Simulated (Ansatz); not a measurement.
Reaction (isomerisation): `O[SiH2]B(O)F` → `OB(O)[SiH2]F`

Isolated molecules relaxed with PBE0-D4/def2-TZVP in Ansatz; ΔE leaves out vibrations. CCSD(T)/CBS adds triple-zeta CCSD(T) − MP2 to the extrapolated MP2 energy (def2 sets, frozen cores). Functionals use def2-TZVPP. HSE06 is defined as in plane-wave codes. Each species was taken in one conformer, which may not be the lowest.

(1) Is it downhill or uphill in electronic energy at CCSD(T)/CBS, and by how much? (Best estimate.)

(2) What do these levels give: LDA (SPW92), r2SCAN-D4, HSE06-D4, CAM-B3LYP-D4, ωB97M-V, B2PLYP, PBE, HSE06, MP2/def2-SVP, MP2/def2-TZVPP, HF/def2-QZVPP, MP2/CBS(def2)? (Best estimate.)

Largest T1 diagnostic among the species: 0.013.

Results:

(1) Computed: Downhill: ΔE = -27.0 kJ/mol.

(2) Computed: LDA (SPW92) -27.0, r2SCAN-D4 -26.2, HSE06-D4 -26.1, CAM-B3LYP-D4 -26.1, ωB97M-V -25.5, B2PLYP -26.1, PBE -26.7, HSE06 -26.1, MP2/def2-SVP -28.4, MP2/def2-TZVPP -26.5, HF/def2-QZVPP -24.7, MP2/CBS(def2) -27.9 kJ/mol.

Leaving LDA and LC-ωPBE aside and taking each functional with its dispersion term where it has one, the values, not all of them listed here, spread over 2.0 kJ/mol, from B97M-V to ωB97X-V.
